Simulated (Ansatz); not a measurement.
C$_{2}$H$_{5}$ClO$_{2}$Si, SMILES `CO[Si]1(Cl)CO1` at its PBE0-D4/def2-TZVP geometry, where that method's forces vanish. Total charge 0; spin multiplicity 1.

```xyz
11

C    -0.7785    1.9411   -0.2772
O     0.1615    0.8882   -0.2145
Si   -0.0071   -0.6616    0.1709
Cl   -1.7094   -0.9294    1.2497
C     1.3542   -1.8112    0.2179
O     0.3443   -1.8233   -0.9165
H    -1.6113    1.7770    0.4108
H    -0.2679    2.8658   -0.0064
H    -1.1659    2.0323   -1.2946
H     2.3488   -1.5446   -0.1321
H     1.3314   -2.7342    0.7921
```

Q: What forces (eV/Å) does r2SCAN-D4/def2-TZVPP give on these atoms in Ansatz? (Best estimate.)

A: Computed: 
```
C1  -0.211  0.252 -0.009
O2   0.220 -0.149 -0.026
Si3 -0.007  0.016  0.084
Cl4 -0.067 -0.016  0.036
C5   0.272  0.026  0.311
O6  -0.222 -0.088 -0.369
H7   0.013  0.002 -0.009
H8  -0.009 -0.016 -0.007
H9   0.006 -0.002  0.013
H10 -0.002 -0.018 -0.009
H11  0.006 -0.007 -0.017
```
